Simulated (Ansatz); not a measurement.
Isolated molecules relaxed with PBE0-D4/def2-TZVP in Ansatz; ΔE leaves out vibrations. CBS: MP2 limit from def2 TZ/QZ plus the TZ coupled-cluster correction, frozen cores. DFT in def2-TZVPP. B3LYP here is the variant with VWN-RPA as its local correlation; programs differ in this. HSE06 is defined as in plane-wave codes. def2 core potentials past Kr. For Hf outer-core shells are correlated without core-valence functions, which leaves a few kJ/mol of doubt a bond. One conformer a species, not always the lowest.

Consider the redistribution: `[SiH3]OB(S)Cl` + `[NH2][Hf]([F])([Cl])[Cl]` → `NB(S)O[SiH3]` + `[F][Hf]([Cl])([Cl])[Cl]`.

| level | ΔE (kJ/mol) | difference from CCSD(T)/CBS |
| --- | --- | --- |
| LDA (SPW92) | -102.4 | -0.4 |
| PBE-D4 | -97.1 | 4.9 |
| BLYP-D4 | -97.9 | 4.1 |
| r2SCAN-D4 | -103.7 | -1.7 |
| B97M-V | -106.9 | -4.9 |
| B2PLYP | -103.1 | -1.1 |
| PBE | -97.7 | 4.3 |
| r2SCAN | -103.8 | -1.8 |
| B3LYP | -103.9 | -1.9 |
| r2SCANh | -105.0 | -3.0 |
| HSE06 | -103.0 | -1.0 |
| RPA@PBE/def2-TZVPP | -96.7 | 5.3 |
| CCSD/def2-SVP | -97.7 | 4.3 |
| SCS-MP2/def2-TZVPP | -99.7 | 2.3 |
| SCS-MP2/def2-QZVPP | -101.2 | 0.8 |
| CCSD/CBS(def2) | -103.5 | -1.5 |
| CCSD(T)/CBS | -102.0 | 0 |

Largest T1 diagnostic among the species: 0.014.

In def2-TZVPP, CCSD(T) changes the Hartree–Fock value by +15.4 kJ/mol (the triples alone add +1.5 kJ/mol) and MP2 by +16.2 kJ/mol. Leaving LDA and LC-ωPBE aside and taking each functional with its dispersion term where it has one, the values, not all of them listed here, spread over 14.0 kJ/mol, from BHLYP-D4 to revPBE-D4. LDA lies −4.8 kJ/mol from PBE without D4. From BLYP to BHLYP (50 % exact exchange), in def2-TZVPP and without D4, ΔE moves by −10.9 kJ/mol.
